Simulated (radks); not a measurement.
Dynamic dipole polarisability and lines of the bromine ion Br5+, [Ar] 3d10 4s2. Method: scalar-relativistic Kohn-Sham, LDA (Slater exchange, Perdew-Wang correlation), spin-unpolarised, spherical densities, finite nucleus; Fermi nuclear charge, rms radius of each element as measured or else 0.836 A^(1/3) + 0.57 fm; computed with a radial shooting solver on a logarithmic mesh with Libxc functionals. Time-dependent linear response with the Hartree and adiabatic LDA kernel, continuum included through the Sternheimer equations, no spin-orbit coupling, so fine structure and intercombination lines are absent. Lines are the poles of the dipole polarisability below minus the highest occupied eigenvalue, found on a grid refined at the orbital gaps; the lowest seven at most are given, and weak or close lines can be missed. The first line takes the name of the lowest orbital gap if no other gap lies below it; otherwise a line is named after a gap within 0.6 % of it, if that gap stands alone.

| photon energy (eV) | alpha (bohr^3) |
|---|---|
| 0 | 3.434 |
| 4.016 | 3.571 |
| 9.370 | 4.368 |
| 14.724 | 7.588 |
| 20.079 | -45.05 |
| 25.433 | -3.929 |
| 30.787 | -1.638 |
| 36.141 | -0.8302 |
| 41.496 | -0.4073 |
| 46.850 | -0.09288 |
| 52.204 | -0.4177 |
| 57.558 | 0.07396 |
| 62.913 | 0.4504 |
| 68.267 | 0.6337 |
| 73.621 | -5.005 |

Lines (eV, oscillator strength): 19.432 (63.81 nm, 4s-4p), f = 1.57; 51.015 (24.30 nm, 4s-5p), f = 0.0648; 63.856 (19.42 nm, 4s-6p), f = 0.0319; 69.884 (17.74 nm, 4s-7p), f = 0.0174; 73.100 (16.96 nm, unassigned), f = 0.527. Higher lines, where found, are left out when the end of the mesh affects them. Those listed give 92 % of the static polarisability (sum of f/w^2). Orbital energy gaps for comparison: 4s-4p 15.762 eV; 4s-5p 51.109 eV; 4s-6p 63.899 eV; 4s-7p 69.906 eV; 3d-4p 71.755 eV. At laser wavelengths: 1550 nm 3.439, 1064 nm 3.445, 780 nm 3.455, 532 nm 3.479, 355 nm 3.537, 266 nm 3.622, 193 nm 3.813 bohr^3.
